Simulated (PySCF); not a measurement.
bromine atom (Br), doublet; TPSS/cc-pVDZ (PySCF).

Input for PySCF:
```python
from pyscf import gto, scf, dft

mol = gto.M(
    atom='''
Br    0.000000    0.000000    0.000000
''',
    basis='cc-pvdz',
    charge=0,
    spin=1,
    verbose=5,
)

mf = dft.UKS(mol)
mf.xc = 'tpss'
mf.kernel()
```

It wrote (shortened):

```
PySCF version 2.14.0

[INPUT] verbose = 5
[INPUT] max_memory = 4000
[INPUT] num. atoms = 1
[INPUT] num. electrons = 35
[INPUT] charge = 0
[INPUT] spin (= nelec alpha-beta = 2S) = 1
[INPUT] symmetry False subgroup None
[INPUT] Mole.unit = angstrom
[INPUT] Symbol           X                Y                Z      unit          X                Y                Z       unit  Magmom
[...]
[INPUT] ---------------- BASIS SET ----------------
[INPUT] l, kappa, [nprim/nctr], expnt,             c_1 c_2 ...
[INPUT] Br
[...]
                                95938             0.00154 -0.0004816 0.0001919 -5.88e-05
                                21833             0.0080096 -0.0025466 0.00101 -0.0003092
                                6181.9            0.0327341 -0.0104112 0.0041659 -0.0012766
                                2015.7            0.107448 -0.0365179 0.0145683 -0.0044634
                                727.1             0.2688946 -0.0996295 0.0408345 -0.0125575
                                283.28            0.4204411 -0.214131 0.0894859 -0.0276145
                                115.91            0.2838041 -0.1860911 0.0872786 -0.0273945
                                36.124            0.0315455 0.4628261 -0.2933644 0.0964094
                                15.532            -0.0074268 0.6441141 -0.5667109 0.1976871
                                4.7857            0.0027728 0.0825502 0.5105658 -0.2266693
                                2.0817            -0.0013635 -0.0149694 0.7477214 -0.5241165
                                0.42028           0.0003812 0.0035288 0.0421512 0.6889865
[...]
                                1028.9            0.0121288 -0.0049065 0.0012563
                                332.02            0.0608077 -0.0252514 0.0066224
                                125.16            0.2009358 -0.0869445 0.0223816
                                51.511            0.4047419 -0.1893422 0.0509717
                                22.281            0.3957151 -0.1710882 0.0414009
                                9.3417            0.1102213 0.2368755 -0.070397
                                4.0132            -0.000909 0.58984 -0.223254
                                1.7002            0.0024832 0.3171944 -0.0564179
                                0.47194           -0.0005744 0.0179833 0.5808079
[...]
                                30.272            0.1345895
                                10.649            0.3647181
                                3.8696            0.4904196
                                1.3239            0.2713885
[...]
nuclear repulsion = 0
number of shells = 6
number of NR pGTOs = 77
number of NR cGTOs = 27
basis = cc-pvdz
ecp = {}

******** <class 'pyscf.dft.uks.UKS'> ********
method = UKS
initial guess = minao
damping factor = 0
level_shift factor = 0
DIIS = <class 'pyscf.scf.diis.CDIIS'>
diis_start_cycle = 1
diis_space = 8
diis_damp = 0
SCF conv_tol = 1e-09
SCF conv_tol_grad = None
SCF max_cycles = 50
direct_scf = True
direct_scf_tol = 1e-13
number electrons alpha = 18  beta = 17
XC library pyscf.dft.libxc version 7.1.2
    S. Lehtola, C. Steigemann, M. J. T. Oliveira, and M. A. L. Marques,  SoftwareX 7, 1–5 (2018)
XC functionals = tpss
    J. Tao, J. P. Perdew, V. N. Staroverov, and G. E. Scuseria,  Phys. Rev. Lett. 91, 146401 (2003)
    J. P. Perdew, J. Tao, V. N. Staroverov, and G. E. Scuseria,  J. Chem. Phys. 120, 6898 (2004)
    J. Tao, J. P. Perdew, V. N. Staroverov, and G. E. Scuseria,  Phys. Rev. Lett. 91, 146401 (2003)
    J. P. Perdew, J. Tao, V. N. Staroverov, and G. E. Scuseria,  J. Chem. Phys. 120, 6898 (2004)
radial grids:
    Treutler-Ahlrichs [JCP 102, 346 (1995); DOI:10.1063/1.469408] (M4) radial grids

becke partition: Becke, JCP 88, 2547 (1988); DOI:10.1063/1.454033
pruning grids: <function nwchem_prune>
grids dens level: 3
symmetrized grids: False
atomic radii adjust function: <function treutler_atomic_radii_adjust>
small_rho_cutoff = 0
[...]
  5.17382109e-01  5.17382142e-01  5.27707093e-01]
multiplicity <S^2> = 0.751554  2S+1 = 2.0015534
nelec by numeric integration = [18. 17.]
E1 = -3580.3834160655456  E2 = 1006.3936171871688  Ecoul = 1097.5448744166429  Exc = -91.15125722947401
cycle= 5 E= -2573.98979887838  delta_E= -6.46e-09  |g|= 4.77e-05  |ddm|= 0.000208
  alpha mo_energy =
[-4.81782711e+02 -6.20025060e+01 -5.58415565e+01 -5.58341534e+01
 -5.58341534e+01 -8.52369205e+00 -6.37595446e+00 -6.35314799e+00
 -6.35314799e+00 -2.53691819e+00 -2.53120106e+00 -2.53120106e+00
 -2.51407183e+00 -2.51407183e+00 -7.34467401e-01 -3.34641463e-01
 -2.84726902e-01 -2.84726901e-01  4.06991619e-01  4.58038121e-01
  4.60319493e-01  4.71074290e-01  4.71074292e-01  4.89347209e-01
  4.89347211e-01  5.09259802e-01  5.09259802e-01]
  beta  mo_energy =
[-4.81780567e+02 -6.20017169e+01 -5.58376328e+01 -5.58333373e+01
 -5.58333373e+01 -8.52064507e+00 -6.36881826e+00 -6.35154730e+00
 -6.35154730e+00 -2.52880780e+00 -2.52510262e+00 -2.52510262e+00
 -2.51276584e+00 -2.51276584e+00 -6.96562004e-01 -2.70703015e-01
 -2.70703004e-01 -2.60130285e-01  4.25312734e-01  4.93178806e-01
  4.97756579e-01  4.97756612e-01  5.16865906e-01  5.16865907e-01
  5.17362298e-01  5.17362331e-01  5.27687779e-01]
multiplicity <S^2> = 0.75155406  2S+1 = 2.0015535
nelec by numeric integration = [18. 17.]
E1 = -3580.3846227426993  E2 = 1006.3948238631012  Ecoul = 1097.5461319339797  Exc = -91.15130807087854
cycle= 6 E= -2573.9897988796  delta_E= -1.22e-09  |g|= 2.69e-06  |ddm|= 6.68e-05
  alpha mo_energy =
[-4.81782708e+02 -6.20025036e+01 -5.58415541e+01 -5.58341510e+01
 -5.58341510e+01 -8.52368984e+00 -6.37595206e+00 -6.35314592e+00
 -6.35314592e+00 -2.53691592e+00 -2.53119888e+00 -2.53119888e+00
 -2.51406988e+00 -2.51406988e+00 -7.34466579e-01 -3.34640153e-01
 -2.84726191e-01 -2.84726190e-01  4.06992603e-01  4.58039121e-01
  4.60320602e-01  4.71075290e-01  4.71075291e-01  4.89347783e-01
  4.89347785e-01  5.09260350e-01  5.09260350e-01]
  beta  mo_energy =
[-4.81780565e+02 -6.20017144e+01 -5.58376303e+01 -5.58333348e+01
 -5.58333348e+01 -8.52064261e+00 -6.36881564e+00 -6.35154491e+00
 -6.35154491e+00 -2.52880523e+00 -2.52510008e+00 -2.52510008e+00
 -2.51276347e+00 -2.51276347e+00 -6.96560254e-01 -2.70701852e-01
 -2.70701841e-01 -2.60129156e-01  4.25313578e-01  4.93180099e-01
  4.97757576e-01  4.97757609e-01  5.16867121e-01  5.16867121e-01
  5.17363468e-01  5.17363501e-01  5.27688806e-01]
multiplicity <S^2> = 0.75155406  2S+1 = 2.0015535
nelec by numeric integration = [18. 17.]
E1 = -3580.384574230415  E2 = 1006.3947753508094  Ecoul = 1097.5460814186297  Exc = -91.15130606782034
cycle= 7 E= -2573.98979887961  delta_E= -7.28e-12  |g|= 2.78e-07  |ddm|= 7.12e-06
  alpha mo_energy =
[-4.81782708e+02 -6.20025036e+01 -5.58415541e+01 -5.58341510e+01
 -5.58341510e+01 -8.52368987e+00 -6.37595208e+00 -6.35314595e+00
 -6.35314595e+00 -2.53691594e+00 -2.53119890e+00 -2.53119890e+00
 -2.51406991e+00 -2.51406991e+00 -7.34466607e-01 -3.34640174e-01
 -2.84726211e-01 -2.84726211e-01  4.06992592e-01  4.58039106e-01
  4.60320583e-01  4.71075267e-01  4.71075269e-01  4.89347770e-01
  4.89347772e-01  5.09260330e-01  5.09260330e-01]
  beta  mo_energy =
[-4.81780565e+02 -6.20017144e+01 -5.58376303e+01 -5.58333348e+01
 -5.58333348e+01 -8.52064264e+00 -6.36881567e+00 -6.35154494e+00
 -6.35154494e+00 -2.52880526e+00 -2.52510011e+00 -2.52510011e+00
 -2.51276349e+00 -2.51276349e+00 -6.96560261e-01 -2.70701856e-01
 -2.70701845e-01 -2.60129173e-01  4.25313563e-01  4.93180083e-01
  4.97757570e-01  4.97757602e-01  5.16867121e-01  5.16867121e-01
  5.17363461e-01  5.17363494e-01  5.27688792e-01]
multiplicity <S^2> = 0.75155406  2S+1 = 2.0015535
nelec by numeric integration = [18. 17.]
E1 = -3580.3845748020076  E2 = 1006.3947759224017  Ecoul = 1097.5460820129574  Exc = -91.15130609055579
Extra cycle  E= -2573.98979887961  delta_E= -4.55e-13  |g|= 2.74e-07  |ddm|= 3.21e-06
converged SCF energy = -2573.98979887961  <S^2> = 0.75155406  2S+1 = 2.0015535
```
